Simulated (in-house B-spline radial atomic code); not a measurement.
Results of a calculation; reference values are marked as such.
Stopping of slow ions oscillates with Z: Zr to Cd at r_s = 3.3

A nucleus sits in a uniform electron gas with a rigid positive background. The Kohn-Sham equations are solved self-consistently in the spin-unpolarised LDA (PW92), non-relativistic, on B-splines with outgoing waves at the boundary and partial waves to l = 8. The model has no lattice, no bands and no magnetic solution. Atomic units; δ_l are the phase shifts at the Fermi level, counted so that each bound state adds π, and good to about 0.0005. A narrow, partly filled d or f resonance in a thin gas would split by spin, so such rows rest on a solution that is probably unstable.

The density parameter is r_s = 3.3 bohr. The friction coefficient Q = n k_F σ_tr gives dE/dx = Q v for slow ions.

```tsv
ion	δ0/π	δ1/π	δ2/π	δ3/π	σ_tr (bohr²)	Q (a.u.)
Zr	3.962	2.994	1.429	-0.011	179.27	0.6926
Nb	3.969	2.984	1.533	-0.011	182.10	0.7035
Mo	3.972	2.976	1.636	-0.010	146.81	0.5672
Tc	3.976	2.972	1.735	-0.009	92.48	0.3573
Ru	3.986	2.978	1.826	-0.007	43.76	0.1690
Rh	4.016	3.000	1.902	-0.004	16.19	0.0626
Pd	4.082	3.051	1.954	-0.001	9.13	0.0353
Ag	4.172	3.132	1.985	0.001	15.72	0.0607
Cd	4.259	3.236	2.003	0.002	33.27	0.1285
```

(1) Where are the largest and smallest frictions, and what do the phase shifts say there?

(2) At equal speed, Lindhard and Scharff's formula, with silicon as an example target, scales as Z^(7/6)/(Z^(2/3) + 14^(2/3))^(3/2). How does its rise from the first ion to the last compare?

Results:

(1) Largest: Nb, Q = 0.7035; smallest: Pd, Q = 0.0353, a ratio of 19.9. For the largest δ2/π = 1.53: the d resonance is about half filled and sits at the Fermi level, where it scatters most. For the smallest the differences δ_l − δ_(l+1), measured from the nearest multiple of π, are 0.03π, 0.10π, 0.04π; σ_tr grows with the sines of these.

(2) It rises smoothly by 1.1034/1.0100 = 1.09, while Q changes by 0.129/0.693 = 0.19. The statistical formula averages over shells, so it can't show the oscillation.
